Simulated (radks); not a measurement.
Valence configurations of neutral copper (all share [Ar]). Method: Dirac Kohn-Sham, BLYP, spin-unpolarised, spherical densities, finite nucleus; open shells are shared between the two j in proportion to 2j + 1; Fermi nuclear charge, rms radius 3.8823 fm; computed with a radial shooting solver on a logarithmic mesh with Libxc functionals. Energies are relative to 3d10 4s1; eigenvalues in eV.

| valence | E (eV) | e(3d3/2) | e(3d5/2) | e(4p1/2) | e(4p3/2) | e(4s1/2) |
|---|---|---|---|---|---|---|
| 3d10 4s1 | 0.000 | -5.172 | -4.902 | - | - | -4.651 |
| 3d9 4s2 | 1.902 | -9.604 | -9.310 | - | - | -5.783 |
| 3d10 4p1 | 4.190 | -7.252 | -6.980 | -1.713 | -1.662 | - |
| 3d9.5 4s1.5 | 0.540 | -7.210 | -6.927 | - | - | -5.188 |
| 3d9 4s1 4p1 | 6.762 | -11.667 | -11.371 | -2.101 | -2.029 | -7.132 |
| 3d8 4s1 4p2 | 19.199 | -18.977 | -18.655 | -3.273 | -3.160 | -9.291 |
| 3d8 4s2 4p1 | 13.258 | -17.294 | -16.973 | -2.588 | -2.490 | -8.301 |
| 3d9 4p2 | 12.025 | -13.363 | -13.065 | -2.793 | -2.706 | - |
| 3d8 4p3 | 25.428 | -20.491 | -20.168 | -3.872 | -3.745 | - |
| 3d9.5 4s1 4p0.5 | 2.735 | -8.330 | -8.047 | -1.479 | -1.427 | -5.962 |

NIST lists [Ar] 3d10 4s1 as the ground configuration; this level of theory agrees among the configurations tried. The energies are those of spherical spin-averaged densities, not of single terms.
